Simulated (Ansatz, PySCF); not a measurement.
System: CHS, net charge 0, doublet state. SMILES: [CH]=S
Structure (B3LYP-D3(BJ)/def2-TZVP (Ansatz, a program for electronic structure) minimum search):
```
C
H 1 1.0885
S 1 1.5568 2 132.52
```
Charge 0, spin multiplicity 2.

Unscaled harmonic wavenumbers (cm⁻¹) in rising order, each level at the stationary point that it reaches from this structure (no distance between atoms moves by over 0.3 Å); the order of modes can differ between levels, and a negative number is imaginary. B3LYP-D3(BJ)/def2-TZVP (PySCF, at the structure above): 823, 1210, 3112.

HF/6-31G* (Ansatz): 987, 1031, 3375. Zero-point energy 7.7 against 7.4 kcal/mol; where all levels lie over 400 cm⁻¹, the wavenumbers are on average 1.045 times those of B3LYP-D3(BJ)/def2-TZVP.

B3LYP/6-31G* (Ansatz): 875, 1195, 3118. Zero-point energy 7.4 against 7.4 kcal/mol; where all levels lie over 400 cm⁻¹, the wavenumbers are on average 1.018 times those of B3LYP-D3(BJ)/def2-TZVP.
